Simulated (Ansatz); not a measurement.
Reaction (cleavage of the Si–B bond): `COB([SiH3])Cl` + `COB(C)O` → `COB(C)O[SiH3]` + `COBCl`

Isolated molecules relaxed with PBE0-D4/def2-TZVP in Ansatz; ΔE leaves out vibrations. CCSD(T)/CBS is the MP2 limit (def2-TZVPP, def2-QZVPP) plus CCSD(T) − MP2 in def2-TZVPP, frozen cores. DFT in def2-TZVPP. B3LYP here is the variant with VWN-RPA as its local correlation; programs differ in this. Each species was taken in one conformer, which may not be the lowest.

`COB([SiH3])Cl`:

Z-matrix (Å, degrees):
```
C
O 1 1.419
H 1 1.090 2 108.1
H 1 1.091 2 108.2 3 -118.0
H 1 1.090 2 111.7 3 121.0
B 2 1.335 1 126.9 3 -123.8
Cl 6 1.782 2 121.4 1 0.0
Si 6 2.023 2 120.6 1 -180.0
H 8 1.489 6 109.6 2 -120.5
H 8 1.489 6 109.6 2 121.4
H 8 1.487 6 112.1 2 0.4
```

`COB(C)O`:

Z-matrix (Å, degrees):
```
C
O 1 1.408
H 1 1.090 2 107.9
H 1 1.094 2 111.3 3 -119.0
H 1 1.094 2 111.8 3 119.4
B 2 1.368 1 121.9 3 -171.4
O 6 1.364 2 116.5 1 -179.3
C 6 1.569 2 123.9 1 0.9
H 7 0.962 6 111.4 2 -0.0
H 8 1.090 6 111.5 2 -176.8
H 8 1.095 6 111.0 2 62.7
H 8 1.094 6 111.6 2 -55.5
```

`COB(C)O[SiH3]`:

Z-matrix (Å, degrees):
```
C
O 1 1.412
H 1 1.092 2 108.5
H 1 1.093 2 109.2 3 118.2
H 1 1.091 2 111.9 3 -120.9
B 2 1.355 1 123.0 3 129.6
O 6 1.374 2 119.1 1 -0.3
C 6 1.571 2 118.8 1 179.8
Si 7 1.644 6 132.7 2 -179.9
H 8 1.095 6 111.0 2 121.0
H 8 1.090 6 112.2 2 -0.1
H 8 1.095 6 111.0 2 -121.2
H 9 1.486 7 110.7 6 -60.2
H 9 1.482 7 107.2 6 -179.7
H 9 1.486 7 110.7 6 60.7
```

`COBCl`:

Cartesian coordinates in Å:
```
C 0.235 -1.056 0.318
O -0.644 -0.091 -0.231
B -0.287 1.187 -0.366
Cl -1.449 2.307 -1.058
H 0.399 -1.840 -0.423
H 1.193 -0.611 0.597
H -0.235 -1.493 1.200
H 0.787 1.597 -0.037
```

CCSD(T)/CBS gives -24.7 kcal/mol.

Q: Another level gave -26.1 kcal/mol. Which?
A. SCS-MP2/def2-TZVPP
B. MP2/def2-TZVPP
C. B3LYP/def2-TZVPP
D. r2SCAN-D4/def2-TZVPP

A: B. MP2/def2-TZVPP -26.1, SCS-MP2/def2-TZVPP -27.1, r2SCAN-D4 -23.4, B3LYP -25.1 kcal/mol.

Largest T1 diagnostic among the species: 0.013.

From PBE to PBE0 (25 % exact exchange), in def2-TZVPP and without D4, ΔE moves by −2.1 kcal/mol. In def2-TZVPP, CCSD(T) changes the Hartree–Fock value by +6.6 kcal/mol (the triples alone add +1.0 kcal/mol) and MP2 by +5.2 kcal/mol.
